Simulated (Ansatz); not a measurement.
Cost and result for the atomization energy of CH$_{4}$AlNSZn (9 atoms, 9 bonds).

| atom | x (Å) | y (Å) | z (Å) |
| --- | --- | --- | --- |
| C1 | 0.103 | 1.627 | 0.259 |
| Al2 | 0.049 | -0.235 | -0.296 |
| N3 | -0.356 | -1.722 | 0.619 |
| Zn4 | -0.029 | -2.680 | -0.945 |
| S5 | 0.520 | -1.045 | -2.330 |
| H6 | -0.812 | 1.902 | 0.791 |
| H7 | 0.219 | 2.297 | -0.596 |
| H8 | 0.941 | 1.800 | 0.940 |
| H9 | -0.635 | -1.944 | 1.559 |

Total charge 0; spin multiplicity 1. For Zn the d shell is correlated and the shells below it are frozen. Scalar relativity is left out up to krypton. Geometry: relaxed with PBE0-D4/def2-TZVP. Program: Ansatz. All runs use 4 threads of an AMD EPYC 7B13 on a shared host. Times are those of one run each, without the atoms' runs, and a repeat can differ threefold. Electronic energies, without spin–orbit coupling; frozen cores. CCSD(T)/CBS adds CCSD(T) − MP2 in def2-TZVPP to the MP2 limit, and its time is that of the two runs behind it. T1 = 0.017. With those shells the extrapolation isn't a true limit. B3LYP takes the VWN-RPA correlation (the form of Gaussian; ORCA's B3LYP/G).

CCSD(T)/CBS is a level of theory with its own doubt, some kJ/mol a heavy atom from the limit and from the frozen cores, so smaller differences don't rank the functionals.

```json
{"level": "revPBE-D4/def2-TZVPP", "functions": "266", "wall time": "3.2 s", "atomization (kcal/mol)": "685.8", "difference from CCSD(T)/CBS": "-8.7", "per bond": "-1.0"}
{"level": "PBE0-D4/def2-TZVPP", "functions": "266", "wall time": "4.3 s", "atomization (kcal/mol)": "693.9", "difference from CCSD(T)/CBS": "-0.6", "per bond": "-0.1"}
{"level": "B3LYP-D4/def2-TZVPP (with forces)", "functions": "266", "wall time": "6.5 s", "atomization (kcal/mol)": "684.9", "difference from CCSD(T)/CBS": "-9.6", "per bond": "-1.1"}
{"level": "CCSD(T)/def2-SVP", "functions": "115", "wall time": "6.5 s", "atomization (kcal/mol)": "639.1", "difference from CCSD(T)/CBS": "-55.4", "per bond": "-6.2"}
{"level": "r2SCAN-D4/def2-TZVPP (with forces)", "functions": "266", "wall time": "7 s", "atomization (kcal/mol)": "699.9", "difference from CCSD(T)/CBS": "5.4", "per bond": "0.6"}
{"level": "r2SCANh-D4/def2-TZVPP", "functions": "266", "wall time": "7 s", "atomization (kcal/mol)": "694.5", "difference from CCSD(T)/CBS": "0.0", "per bond": "0.0"}
{"level": "PBE-QIDH/def2-TZVPP", "functions": "266", "wall time": "8 s", "atomization (kcal/mol)": "692.0", "difference from CCSD(T)/CBS": "-2.5", "per bond": "-0.3"}
{"level": "B97M-V/def2-TZVPP", "functions": "266", "wall time": "10 s", "atomization (kcal/mol)": "696.2", "difference from CCSD(T)/CBS": "1.7", "per bond": "0.2"}
{"level": "ωB97X-V/def2-TZVPP", "functions": "266", "wall time": "10 s", "atomization (kcal/mol)": "697.6", "difference from CCSD(T)/CBS": "3.1", "per bond": "0.3"}
{"level": "ωB97M-V/def2-TZVPP (with forces)", "functions": "266", "wall time": "14 s", "atomization (kcal/mol)": "695.9", "difference from CCSD(T)/CBS": "1.4", "per bond": "0.2"}
{"level": "MP2/def2-QZVPP", "functions": "474", "wall time": "23 s", "atomization (kcal/mol)": "704.0", "difference from CCSD(T)/CBS": "9.5", "per bond": "1.1"}
{"level": "CCSD(T)/def2-TZVPP", "functions": "266", "wall time": "2.7 min", "atomization (kcal/mol)": "670.5", "difference from CCSD(T)/CBS": "-24.0", "per bond": "-2.7"}
{"level": "CCSD(T)/CBS(def2)", "functions": "–", "wall time": "3.1 min", "atomization (kcal/mol)": "694.5", "difference from CCSD(T)/CBS": "0.0", "per bond": "0.0"}
```

At CCSD(T), def2-SVP lies −55.3 kcal/mol from the extrapolated value and def2-TZVPP −23.9 kcal/mol: correlation converges slowly with the basis, and small sets miss more of it in the bonded molecule than in its fragments. In def2-TZVPP, CCSD(T) changes the Hartree–Fock value by +192.2 kcal/mol (the triples alone add +14.8 kcal/mol) and MP2 by +211.0 kcal/mol; breaking electron pairs costs correlation energy, which Hartree–Fock lacks. From BLYP to BHLYP (50 % exact exchange), in def2-TZVPP and without D4, the atomization energy moves by −13.1 kcal/mol: exact exchange takes away binding that semilocal exchange gives to molecules.
